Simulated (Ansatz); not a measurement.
`C[SiH](C)[NH][AlH2]` + `[OH][SnH3]` → `C[O][SnH3]` + `C[SiH2][NH][AlH2]`  (substitution at a C–Si bond)

Computed with Ansatz on PBE0-D4/def2-TZVP structures; ΔE is electronic, products minus reactants. CBS: MP2 limit from def2 TZ/QZ plus the TZ coupled-cluster correction, frozen cores. DFT in def2-TZVPP. B3LYP here is the variant with VWN-RPA as its local correlation; programs differ in this. def2 core potentials past Kr. For Sn outer-core shells are correlated without core-valence functions, which leaves a few kJ/mol of doubt a bond. Each species was taken in one conformer, which may not be the lowest.

Problem. Is it downhill or uphill in electronic energy at CCSD(T)/CBS, and by how much? (Best estimate.)

Solution. The calculation gave: Uphill: ΔE = +104.0 kJ/mol.

Problem. What do these levels give: r2SCAN-D4, PBE0-D4, B3LYP-D4, ωB97X-V, B2PLYP, B3LYP, HF/def2-TZVPP, MP2/def2-TZVPP, MP2/def2-QZVPP, SCS-MP2/def2-QZVPP, HF/CBS(def2), CCSD/CBS(def2)? (Best estimate.)

Solution. Ansatz gave: r2SCAN-D4 103.9, PBE0-D4 103.1, B3LYP-D4 97.2, ωB97X-V 98.0, B2PLYP 98.9, B3LYP 94.4, HF/def2-TZVPP 87.9, MP2/def2-TZVPP 108.0, MP2/def2-QZVPP 109.4, SCS-MP2/def2-QZVPP 101.8, HF/CBS(def2) 87.6, CCSD/CBS(def2) 103.0 kJ/mol.

Largest T1 diagnostic among the species: 0.014.

In def2-TZVPP, CCSD(T) changes the Hartree–Fock value by +13.5 kJ/mol (the triples alone add +1.0 kJ/mol) and MP2 by +20.1 kJ/mol.
